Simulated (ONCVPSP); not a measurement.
## gold: ONCV pseudisation with PBE, scalar-relativistic reference atom.

The input file (ONCVPSP 4.0.1):

```
# ATOM AND REFERENCE CONFIGURATION
# atsym  z   nc   nv     iexc    psfile
  Au 79.00   10    4        4      upf
#
#   n    l    f
    1    0    2.00
    2    0    2.00
    2    1    6.00
    3    0    2.00
    3    1    6.00
    3    2   10.00
    4    0    2.00
    4    1    6.00
    4    2   10.00
    4    3   14.00
    5    0    2.00
    5    1    6.00
    5    2   10.00
    6    0    1.00
#
# PSEUDOPOTENTIAL AND OPTIMIZATION
# lmax
    2
#
#   l,   rc,      ep,       ncon, nbas, qcut
    0    1.55    0.00    5    9    9.30
    1    1.20    0.00    4    8    6.90
    2    2.35    0.00    4    8    6.10
#
# LOCAL POTENTIAL
# lloc, lpopt,  rc(5),   dvloc0
    4    5    1.05   -1.00
#
# VANDERBILT-KLEINMAN-BYLANDER PROJECTORs
# l, nproj, debl
    0    3    0.70
    1    1    0.50
    2    2    2.20
#
# MODEL CORE CHARGE
# icmod, fcfact, rcfact
    2    0.65    1.10
#
# LOG DERIVATIVE ANALYSIS
# epsh1, epsh2, depsh
   -5.00    5.00    0.04
#
# OUTPUT GRID
# rlmax, drl
    6.00    0.01
#
# TEST CONFIGURATIONS
# ncnf
    4
# nvcnf
#   n    l    f
    4
    5    0    2.00
    5    1    6.00
    5    2   10.00
    6    0    0.00
#
    4
    5    0    2.00
    5    1    6.00
    5    2    9.00
    6    0    0.00
#
    4
    5    0    2.00
    5    1    6.00
    5    2    8.00
    6    0    0.00
#
    4
    5    0    1.00
    5    1    6.00
    5    2   10.00
    6    0    1.00
#
```

Command:

```bash
oncvpsp.x < Au.dat > Au.out
```

Resulting log (shortened: citation, most of the input echo, consistency checks and plot data are left out):

```
ONCVPSP  (Optimized Norm-Conservinng Vanderbilt PSeudopotential)
scalar-relativistic version 4.0.1

#   n    l    f        energy (Ha)
    1    0    2.00    -2.9689259E+03
    2    0    2.00    -5.2382240E+02
    2    1    6.00    -4.5276778E+02
    3    0    2.00    -1.2363495E+02
    3    1    6.00    -1.0302982E+02
    3    2   10.00    -8.1043342E+01
    4    0    2.00    -2.6835011E+01
    4    1    6.00    -2.0080110E+01
    4    2   10.00    -1.1976524E+01
    4    3   14.00    -2.9811731E+00
    5    0    2.00    -3.9824900E+00
    5    1    6.00    -2.1969617E+00
    5    2   10.00    -2.5273410E-01
    6    0    1.00    -2.1176012E-01

Reference configufation results
  iterations    27
  all-electron total energy (Ha)   -1.90118705D+04

Begin loop to  construct optimized pseudo wave functions
and semi-local pseudopoentials for all angular momenta

   Wellstate for l =  0  n =  7
     eigenvalue =   0.4882
     asymptotic potential =   0.9882
     half-point radius =  5.3500

Calculating optimized projector #   1

 for l=   0

    Fraction of norm inside rc  0.966271
    Optimizing pswf for qcut=   9.31 a_B^-1,  ecut=  43.35 Ha
    Residual kinetic energy error=  3.13D-06 Ha

    Energy error per electron        Cutoff
         Ha          eV             Ha
         0.01000     0.27211       26.14
         0.00100     0.02721       32.41
         0.00010     0.00272       36.94
         0.00001     0.00027       41.42

Calculating optimized projector #   2

 for l=   0

    Fraction of norm inside rc  0.069085
    Optimizing pswf for qcut=   9.31 a_B^-1,  ecut=  43.35 Ha
    Residual kinetic energy error=  1.44D-06 Ha

    Energy error per electron        Cutoff
         Ha          eV             Ha
         0.01000     0.27211       21.12
         0.00100     0.02721       29.02
         0.00010     0.00272       35.12
         0.00001     0.00027       39.69

Calculating optimized projector #   3

 for l=   0

    Fraction of norm inside rc  0.051155
    Optimizing pswf for qcut=   9.31 a_B^-1,  ecut=  43.35 Ha
    Residual kinetic energy error=  1.37D-06 Ha

    Energy error per electron        Cutoff
         Ha          eV             Ha
         0.01000     0.27211       20.40
         0.00100     0.02721       28.63
         0.00010     0.00272       34.95
         0.00001     0.00027       39.69

Calculating optimized projector #   1

 for l=   1

    Fraction of norm inside rc  0.678015
    Optimizing pswf for qcut=   6.89 a_B^-1,  ecut=  23.75 Ha
    Residual kinetic energy error=  8.56D-03 Ha

    Energy error per electron        Cutoff
         Ha          eV             Ha
         0.01000     0.27211       22.73
         0.00100     0.02721      118.13
         0.00010     0.00272      145.70
         0.00001     0.00027      195.04

   Wellstate for l =  2  n =  7
     eigenvalue =   1.9473
     asymptotic potential =   2.4473
     half-point radius =  4.0539

Calculating optimized projector #   1

 for l=   2

    Fraction of norm inside rc  0.859760
    Optimizing pswf for qcut=   6.09 a_B^-1,  ecut=  18.55 Ha
    Residual kinetic energy error=  1.24D-05 Ha

    Energy error per electron        Cutoff
         Ha          eV             Ha
         0.01000     0.27211       12.06
         0.00100     0.02721       14.72
         0.00010     0.00272       16.69
         0.00001     0.00027       20.57

Calculating optimized projector #   2

 for l=   2

    Fraction of norm inside rc  0.227749
    Optimizing pswf for qcut=   6.09 a_B^-1,  ecut=  18.55 Ha
    Residual kinetic energy error=  8.27D-05 Ha

    Energy error per electron        Cutoff
         Ha          eV             Ha
         0.01000     0.27211       13.03
         0.00100     0.02721       15.89
         0.00010     0.00272       18.79
         0.00001     0.00027       42.18

Construct Vanderbilt / Kleinmman-Bylander projectors

B matrix Hermiticity error, ll=   0
   1   2    6.4905E-04
   1   3   -6.3874E-04
   2   3    3.2536E-05

  Orthonormal projector coefficients  3.4158E+01  7.7628E+00  1.0790E+00

B matrix Hermiticity error, ll=   2
   1   2   -2.4617E-04

  Orthonormal projector coefficients  7.6170E+00 -1.0959E+00

Model core correction analysis
  based on d2Exc/dn_idn_j

d2excae - all-electron derivatives

   -3.004153D-02   -2.565742D-02   -1.244171D-02   -1.485112D-03
   -2.565748D-02   -2.494441D-02   -1.534942D-02   -2.133440D-03
   -1.244178D-02   -1.534947D-02   -1.683188D-02   -9.877649D-03
   -1.485069D-03   -2.133230D-03   -9.876719D-03   -2.465249D-02

d2excps - pseudofunction derivatives with no core correction

   -4.654107D-02   -3.599150D-02   -1.400235D-02   -2.740689D-03
   -3.599254D-02   -3.116898D-02   -1.625305D-02   -2.897802D-03
   -1.400279D-02   -1.625318D-02   -1.781820D-02   -1.010679D-02
   -2.740870D-03   -2.897642D-03   -1.010589D-02   -2.468160D-02

rms 2nd derivative error    5.790579E-03

amplitude prefactor, scale prefactor
   15.7858    1.1167

d2excps - pseudofunction derivatives with core correction

   -2.922292D-02   -2.548341D-02   -1.199910D-02   -1.401783D-03
   -2.548345D-02   -2.502960D-02   -1.527174D-02   -2.069628D-03
   -1.199919D-02   -1.527180D-02   -1.784022D-02   -9.938052D-03
   -1.401742D-03   -2.069423D-03   -9.937151D-03   -2.457629D-02

rms 2nd derivative error    3.702765E-04

Pseudoatom total energy -135.758135

Diagnostic tests using Vanderbilt-Kleinman-Bylander pseudopotentials
  1 or more projectors used as specified by nproj input data

   l    rcore       rmatch      e in        delta e   norm test  slope test

   0   1.5565136   1.6037727  -3.9824900   0.0000076   1.0003038   1.0002836
   0   1.5565136   1.6037727  -0.2117601   0.0000053   1.0000500   1.0000404
   0   1.5565136   1.6037727   0.4882399   0.0000334   1.0003393   1.0003393

   1   1.2034824   1.2400227  -2.1969617  -0.0000389   0.9999929   1.0000285

   2   2.3518714   2.4232793  -0.2527341  -0.0000014   1.0000934   1.0000978
   2   2.3518714   2.4232793   1.9472659   0.0000231   1.0001223   1.0001223

 Testing for bound ghosts
   n   l    E NL Schr. Eq   E Basis Diag.   E Cutoff

   1   0       -3.982482       -3.982482    185.80
   2   0       -0.211755       -0.156304    185.80

   2   1       -2.197001       -2.196665    153.56

   3   2       -0.252736       -0.252590     62.45

 Testing for highly-localized positive-energy ghosts
       l    <radius>/rc     E Basis Diag.   E Cutoff

       0        0.163155       13.363731    185.80  WARNING - GHOST(+)

Test configuration 0

   n   l     f        eae           eps        diff
   1   0  2.0000-2968.92589778
   2   0  2.0000 -523.82239757
   2   1  6.0000 -452.76777819
   3   0  2.0000 -123.63495332
   3   1  6.0000 -103.02982059
   3   2 10.0000  -81.04334170
   4   0  2.0000  -26.83501075
   4   1  6.0000  -20.08010982
   4   2 10.0000  -11.97652401
   4   3 14.0000   -2.98117312
   5   0  2.0000   -3.98249004   -3.98248247    7.57D-06
   5   1  6.0000   -2.19696170   -2.19700058   -3.89D-05
   5   2 10.0000   -0.25273410   -0.25273554   -1.44D-06
   6   0  1.0000   -0.21176012   -0.21175482    5.30D-06

    Total energies and differences
      AE_ref= -1.90118705D+04  AE_tst= -1.90118705D+04  dif=  0.00D+00
      PS_ref= -1.35758135D+02  PS_tst= -1.35758135D+02  dif= -5.23D-12
      PSP excitation error=  5.23D-12

Test configuration 1

   n   l     f        eae           eps        diff
   1   0  2.0000-2969.23845579
   2   0  2.0000 -524.13205489
   2   1  6.0000 -453.07748944
   3   0  2.0000 -123.94533868
   3   1  6.0000 -103.34021348
   3   2 10.0000  -81.35347159
   4   0  2.0000  -27.14592613
   4   1  6.0000  -20.39101133
   4   2 10.0000  -12.28732625
   4   3 14.0000   -3.29206627
   5   0  2.0000   -4.29519845   -4.29679372   -1.60D-03
   5   1  6.0000   -2.51159431   -2.51250797   -9.14D-04
   5   2 10.0000   -0.56330305   -0.56371109   -4.08D-04

    Total energies and differences
      AE_ref= -1.90118705D+04  AE_tst= -1.90115247D+04  dif=  3.46D-01
      PS_ref= -1.35758135D+02  PS_tst= -1.35412289D+02  dif=  3.46D-01
      PSP excitation error= -7.71D-05

Test configuration 2

   n   l     f        eae           eps        diff
   1   0  2.0000-2969.72618425
   2   0  2.0000 -524.62115712
   2   1  6.0000 -453.56656093
   3   0  2.0000 -124.43344283
   3   1  6.0000 -103.82830940
   3   2 10.0000  -81.84179869
   4   0  2.0000  -27.63340372
   4   1  6.0000  -20.87845512
   4   2 10.0000  -12.77477372
   4   3 14.0000   -3.77917787
   5   0  2.0000   -4.77767282   -4.77788382   -2.11D-04
   5   1  6.0000   -2.98759060   -2.98776741   -1.77D-04
   5   2  9.0000   -1.00452237   -1.00396626    5.56D-04

    Total energies and differences
      AE_ref= -1.90118705D+04  AE_tst= -1.90107453D+04  dif=  1.13D+00
      PS_ref= -1.35758135D+02  PS_tst= -1.34632732D+02  dif=  1.13D+00
      PSP excitation error= -2.38D-04

Test configuration 3

   n   l     f        eae           eps        diff
   1   0  2.0000-2970.27701397
   2   0  2.0000 -525.17380356
   2   1  6.0000 -454.11921575
   3   0  2.0000 -124.98366221
   3   1  6.0000 -104.37851569
   3   2 10.0000  -82.39247151
   4   0  2.0000  -28.18194718
   4   1  6.0000  -21.42687137
   4   2 10.0000  -13.32310224
   4   3 14.0000   -4.32673582
   5   0  2.0000   -5.31599183   -5.31313160    2.86D-03
   5   1  6.0000   -3.51618655   -3.51421711    1.97D-03
   5   2  8.0000   -1.49306472   -1.48972389    3.34D-03

    Total energies and differences
      AE_ref= -1.90118705D+04  AE_tst= -1.90095003D+04  dif=  2.37D+00
      PS_ref= -1.35758135D+02  PS_tst= -1.33389251D+02  dif=  2.37D+00
      PSP excitation error=  1.26D-03

Test configuration 4

   n   l     f        eae           eps        diff
   1   0  2.0000-2969.55264008
   2   0  2.0000 -524.42101739
   2   1  6.0000 -453.36740861
   3   0  2.0000 -124.22691291
   3   1  6.0000 -103.62186137
   3   2 10.0000  -81.63478463
   4   0  2.0000  -27.42607570
   4   1  6.0000  -20.67055229
   4   2 10.0000  -12.56489112
   4   3 14.0000   -3.56345345
   5   0  1.0000   -4.50862108   -4.52966759   -2.10D-02
   5   1  6.0000   -2.69942127   -2.71328878   -1.39D-02
   5   2 10.0000   -0.68921699   -0.68746594    1.75D-03
   6   0  1.0000   -0.53296254   -0.53460410   -1.64D-03

    Total energies and differences
      AE_ref= -1.90118705D+04  AE_tst= -1.90076358D+04  dif=  4.23D+00
      PS_ref= -1.35758135D+02  PS_tst= -1.31509613D+02  dif=  4.25D+00
      PSP excitation error= -1.38D-02
```

The run took about 3.9 s on one core of a shared server CPU.
